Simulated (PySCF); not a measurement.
Compound: C7H10Si.
SMILES with atom numbers: `[CH3:1][CH:2]=[C:3]=[C:4]=[C:5]=[C:6]([CH3:7])[SiH3:8]` (hydrogens: H9, H10, H11 on C1; H12 on C2; H13, H14, H15 on C7; H16, H17, H18 on Si8)

Theory: PySCF, PBE0-D3(BJ)/def2-SVP geometry optimisation, gas phase.

(1) List the bond lengths and angles at this level.

Answers

(1) 
```
                     bond  length (Å)
                    C1–C2       1.498
                    C2=C3       1.318
                    C3=C4       1.283
                    C4=C5       1.284
                    C5=C6       1.320
                    C6–C7       1.508
                   C6–Si8       1.883
    C1–H9, C1–H10, C1–H11       1.101
                   C2–H12       1.099
   C7–H13, C7–H14, C7–H15       1.101
Si8–H16, Si8–H17, Si8–H18       1.495
```

Bonds in one row agree within 0.01 Å and their mean is given. A selection of angles:
```
    angle  degrees
 C1–C2–C3    125.3
 C2–C3–C4    179.7
 C3–C4–C5    179.7
 C4–C5–C6    178.4
 C5–C6–C7    123.3
C5–C6–Si8    117.5
C7–C6–Si8    119.2
```

The C–C distances run from 1.283 Å (C3=C4, drawn double) to 1.508 Å (C6–C7, drawn single), a spread of 0.225 Å. Si8 (SiH3 silicon) is tetrahedral (angles from 107.4° to 110.1°).

Point group: C1 (no symmetry element, even within 0.4 Å). Whether it is a minimum is left open (no frequencies).

Hardware: Intel Xeon Platinum 8259CL at 2.50 GHz, one thread (shared host). Cost: 1.7 min of wall time, 0.78 GiB resident at most. These figures are those of the optimisation.
